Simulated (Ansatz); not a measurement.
Basis-set extrapolation for C2H5BOSi (`BO[SiH2]C#C`) (PBE0-D4/def2-TZVP geometry, frozen core, the Gaussian-basis code of Ansatz). Multiplicity 1, RHF reference.

```json
{"": "HF", "def2-TZVPP": "-467.240691", "def2-QZVPP": "-467.258373"}
{"": "MP2 correlation", "def2-TZVPP": "-0.750281", "def2-QZVPP": "-0.804204"}
{"": "CCSD(T) correlation", "def2-TZVPP": "-0.820395", "def2-QZVPP": "not run"}
```

Energies in hartree. Use E(X) = E(∞) + A·exp(−7.88·√X) for Hartree–Fock and E(X) = E(∞) + B·X^(−2.97) for correlation, with X = 3 and 4, and add CCSD(T) minus MP2 of the smaller set to the MP2 limit.

Task: What is the CCSD(T) energy at the basis-set limit?

Result: HF limit: -467.258373 + (-0.017682) × 0.13774 = -467.26081. MP2 limit: -0.804204 + (-0.053923) × 0.74074 = -0.84415. Higher-order term: -0.820395 − (-0.750281) = -0.07011. Total: -468.17507 hartree, 299.3 kJ/mol below CCSD(T)/def2-TZVPP.
